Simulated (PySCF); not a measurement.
Computed IR spectrum (relative IR intensity) of a molecule C2H4BF2N. Coordinates come from a PBE-D3(BJ)/def2-SVP optimisation. One conformer was computed; it need not be the lowest. All values below come from PySCF with PBE-D3(BJ)/def2-SVP. Frequencies are harmonic and unscaled.

Lines under 2 % of the strongest are left out, and lines within 2 cm⁻¹ are merged.

ν (cm⁻¹): 174 (vw), 296 (w), 453 (s), 642 (w), 649 (vw), 774 (m), 864 (w), 994 (m), 1175 (s), 1255 (m), 1364 (m), 1384 (m), 1542 (vs), 1664 (s), 3102 (vw), 3124 (vw), 3529 (m), 3644 (m) (against the strongest line: vs over 80 %, s over 45 %, m over 15 %, w over 4 %, vw less)

Task: Which molecule gave these data?
(A) NB(F)/C=C\F
(B) C/C=N/B(F)F
(C) CC#N.FBF
(D) C=C(F)B(N)F

Result: A, NB(F)/C=C\F
